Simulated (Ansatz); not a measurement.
Geometry optimisation, Ansatz, RKS B3LYP/def2-SVP.

Input file:

```yaml
crystal:
  periodic: [false, false, false]
  atoms:
    - { symbol: Sn, position_ang: [0.0, 0.0, 0.0] }
    - { symbol: H, position_ang: [0.0, 0.0, 2.09] }
    - { symbol: H, position_ang: [1.6408, 0.0, -0.5794] }
    - { symbol: H, position_ang: [-0.8195, 1.4198, -0.5794] }
    - { symbol: H, position_ang: [-0.8195, -1.4198, -0.5794] }
    - { symbol: S, position_ang: [-2.6002, 0.0, 0.864] }
    - { symbol: H, position_ang: [-3.3558, -0.8728, 0.072] }
    - { symbol: H, position_ang: [-1.0314, 0.0, 2.1012] }
basis:
  gaussian: { orbitals: def2-SVP }
hamiltonian:
  xc: b3lyp
relax:
  f_tol: 0.15
  max_steps: 25
  restrain:
    - { distance: [0, 5], at: 2.44, k: 30.0 }
    - { distance: [7, 1], at: 0.66, k: 30.0 }
    - { distance: [0, 1], at: 2.94, k: 30.0 }
    - { distance: [7, 5], at: 2.6, k: 30.0 }
```

Run as:

```bash
$ ansatz run input.yaml --threads 1 --pin off --max-ram 2048MiB --backend cpu --events-out ev --progress --plain --runs-dir out
```

Problem. Where does it end, and by what steps?

Solution. The forces met the threshold. The restraints hold the end off the free minimum; the threshold counts their pulls, which the force column leaves out. Restrained pairs: Sn1–S6 (2.74 → 2.44 Å), H2–H8 (1.03 → 0.72 Å), Sn1–H2 (2.09 → 2.95 Å), S6–H8 (2.00 → 2.61 Å). After 13 steps the energy has fallen by 3.565 eV (the restraints' own energy left out); H3 moved furthest, 1.23 Å.

| step | energy less start (eV) | largest force component (eV/Å) | accepted |
| --- | --- | --- | --- |
| 0 | 0.0000 | 1.503 | yes |
| 1 | -0.6880 | 1.209 | yes |
| 2 | -0.9705 | 3.436 | yes |
| 3 | -1.8160 | 3.344 | yes |
| 4 | -2.4476 | 2.389 | yes |
| 5 | -2.8946 | 1.479 | yes |
| 6 | -3.2073 | 1.253 | yes |
| 7 | -3.4024 | 1.445 | yes |
| 8 | -3.4952 | 1.249 | yes |
| 9 | -3.5220 | 1.576 | yes |
| 10 | -3.5148 | 1.219 | no |
| 11 | -3.5331 | 1.515 | yes |
| 12 | -3.5547 | 1.102 | yes |
| 13 | -3.5650 | 1.382 | yes |

```xyz
8
Properties=species:S:1:pos:R:3
Sn -0.536 -0.092 -0.478
H 0.050 0.340 2.380
H 0.930 -0.290 0.387
H -0.585 1.467 -1.200
H -0.689 -1.309 -1.681
S -2.400 -0.356 1.079
H -3.261 -0.750 0.110
H -0.494 0.117 2.791
```

The run took 31 s on 1 thread of Intel(R) Xeon(R) 6975P-C (Granite Rapids), with other jobs on the host, peak memory 0.16 GiB.
